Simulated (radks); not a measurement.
Spherical quantum dot in the effective-mass picture: electrons in a parabolic well V = omega^2 r^2 / 2 with omega = 0.117, with a point charge +1 (a donor) at the centre, all in effective atomic units (hartree* = m*/eps^2 hartree, bohr* = eps/m* bohr), one dielectric constant everywhere. Calculated with a radial shooting solver with Libxc functionals: non-relativistic Kohn-Sham, exchange-only LDA, spin-polarised, spherical densities. Levels are named by radial order and angular momentum (1s, 1p, 1d, 2s, ...), and open shells are averaged over m.

N = 27, configuration 1s2 1p6 1d10 2s2 1f(up 7, down 0). This is the lowest configuration that the search found. Occupied levels:

level    occupation  eigenvalue (hartree*)  <r> (bohr*)
1s down           1                 2.9785        2.859
1s up             1                 2.9853        3.121
2s up             1                 3.0335        8.552
1p up             3                 3.0379        9.245
2s down           1                 3.0546        7.986
1p down           3                 3.0567        8.196
1d up             5                 3.0645        9.897
1d down           5                 3.0907        9.318
1f up             7                 3.0979        10.40

Energy (hartree*): total 47.6798, kinetic 2.2194, external 12.370, Hartree 36.131, exchange-correlation -3.0405.
